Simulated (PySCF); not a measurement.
## [Yb(H2O)4]3+ at several levels of theory

Computed with PySCF 2.14.0 (density fitting, no spin-orbit coupling) at the geometry relaxed with r2SCAN:

```xyz
13
[Yb(H2O)4]3+ (singlet in the valence; each metal's 4f electrons, 13 of them, lie in its core potential, out of spins and levels)
Yb    0.0000    0.0000    0.0000
O     1.3356    1.2970    1.2277
H     2.1468    1.0408    1.7295
H     1.2629    2.2672    1.3976
O    -1.3356   -1.2277    1.2970
H    -1.2628   -1.3978    2.2673
H    -2.1469   -1.7294    1.0408
O     1.3356   -1.2970   -1.2277
H     1.2629   -2.2672   -1.3976
H     2.1468   -1.0408   -1.7295
O    -1.3356    1.2277   -1.2970
H    -2.1469    1.7294   -1.0408
H    -1.2628    1.3978   -2.2673
```

```
 level                                                 basis    state  HOMO (eV)  gap (eV)  charge on Yb1 (e)  population of f-type functions on Yb1 (polarisation alone where 4f lies in the core)  dipole about the centre of mass (D)  largest force component (eV/Å)
r2SCAN     Yb lcecp-1-SVP with ECP59, O def2-SVP, H def2-SVP  singlet     -23.17      7.48               1.69                                                                                  0.04                                 0.00                            0.03
    HF                                              the same  singlet     -29.46     18.04               2.08                                                                                  0.04                                 0.00                            0.96
 M06-L                                              the same  singlet     -23.15      7.56               1.82                                                                                  0.03                                 0.00                            0.13
  BLYP                                              the same  singlet     -22.59      6.65               1.51                                                                                  0.04                                 0.00                            0.45
r2SCAN  Yb lcecp-1-TZVP with ECP59, O def2-TZVP, H def2-TZVP  singlet     -23.15      7.54               2.08                                                                                  0.05                                 0.00                            0.26
```

In the lcecp rows the 4f levels are missing from HOMO and gap, and the state counts the valence alone.

Charges are Mulliken's, which hang on the basis. The relaxation used the grid (50, 194), these runs (75, 302) or, all-electron (x2c bases, spin-free X2C Hamiltonian), (99, 590).

**Question.** What does TPSSh with Yb lcecp-1-SVP with ECP59, O def2-SVP, H def2-SVP give here?

**Answer.** state singlet, HOMO (eV) -23.56, gap (eV) 8.17, charge on Yb1 (e) 1.68, population of f-type functions on Yb1 (polarisation alone where 4f lies in the core) 0.04, dipole about the centre of mass (D) 0.00, largest force component (eV/Å) 0.13. Time: 16 s on 2 threads of Arm Neoverse V1, on a shared host, from an already converged density.

In the first row's basis the gap widens with exact exchange: 6.7 to 7.6 eV for BLYP, r2SCAN, M06-L (none); 8.2 eV for TPSSh (a fixed share); 18.0 eV for Hartree–Fock (rising or full at long range).

No frequency check is given that shows the relaxed geometry to be a minimum. An lcecp potential fixes the number of 4f electrons, so in runs with it no electron can move into or out of that shell.
